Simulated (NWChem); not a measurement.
## A calculation on H2Be

Program: NWChem. Structure: optimised with PBE/def2-SVP, a minimum by its harmonic frequencies.

The NWChem input:

```
start mol
memory heap 200 mb stack 900 mb global 1100 mb
geometry "system" units angstroms nocenter noautoz noautosym
  Be     0.000000     0.000000     0.000000
  H      0.000000     0.000000     1.344248
  H      0.000000     0.000000    -1.344248
end
set geometry "system"
basis spherical
  * library 6-31g*
end
dft
  xc pbe0
  semidirect memsize 60000000 filesize 0
  iterations 100
  convergence energy 1e-10 density 1e-9 gradient 1e-8
  tolerances tight
end
task dft energy
rt_tddft
  tmax 150.0
  dt 0.2
  tag "kick"
  print dipole
  field "kick"
    type delta
    polarization y
    max 0.0001
  end
  excite "system" with "kick"
end
task dft rt_tddft
```

Change of the dipole's y component after the kick, in units of 1e-4 a.u.:

| time (a.u.) | Δμ |
|---|---|
| 0.0 | 0.000 |
| 0.4 | 0.113 |
| 0.8 | 0.224 |
| 1.2 | 0.303 |
| 1.6 | 0.372 |
| 2.0 | 0.402 |
| 2.4 | 0.369 |
| 2.8 | 0.316 |
| 3.2 | 0.278 |
| 3.6 | 0.236 |
| 4.0 | 0.191 |
| 4.4 | 0.189 |
| 4.8 | 0.235 |
| 5.2 | 0.291 |
| 5.6 | 0.351 |
| 6.0 | 0.430 |
| 6.4 | 0.499 |
| 6.8 | 0.522 |
| 7.2 | 0.507 |
| 7.6 | 0.465 |
| 8.0 | 0.381 |
| 8.4 | 0.262 |
| 8.8 | 0.139 |
| 9.2 | 0.030 |
| 9.6 | -0.069 |
| 10.0 | -0.136 |
| 10.4 | -0.157 |
| 10.8 | -0.148 |
| 11.2 | -0.126 |
| 11.6 | -0.084 |
| 12.0 | -0.040 |
| 12.4 | -0.031 |
| 12.8 | -0.056 |
| 13.2 | -0.097 |
| 13.6 | -0.170 |
| 14.0 | -0.283 |
| 14.4 | -0.395 |
| 14.8 | -0.476 |
| 15.4 | -0.573 |
| 15.8 | -0.596 |
| 16.2 | -0.551 |
| 16.6 | -0.474 |
| 17.0 | -0.398 |
| 17.4 | -0.303 |
| 17.8 | -0.190 |
| 18.2 | -0.114 |
| 18.6 | -0.090 |
| 19.0 | -0.078 |
| 19.4 | -0.075 |
| 19.8 | -0.113 |
| 20.2 | -0.166 |
| 20.6 | -0.181 |
| 21.0 | -0.160 |
| 21.4 | -0.132 |
| 21.8 | -0.071 |
| 22.2 | 0.047 |
| 22.6 | 0.180 |
| 23.0 | 0.291 |
| 23.4 | 0.397 |
| 23.8 | 0.492 |
| 24.2 | 0.537 |
| 24.6 | 0.525 |
| 25.0 | 0.489 |
| 25.4 | 0.433 |
| 25.8 | 0.351 |
| 26.2 | 0.268 |
| 26.6 | 0.217 |
| 27.0 | 0.192 |
| 27.4 | 0.188 |
| 27.8 | 0.218 |
| 28.2 | 0.274 |
| 28.6 | 0.324 |
| 29.0 | 0.360 |
| 29.4 | 0.382 |
| 29.8 | 0.366 |
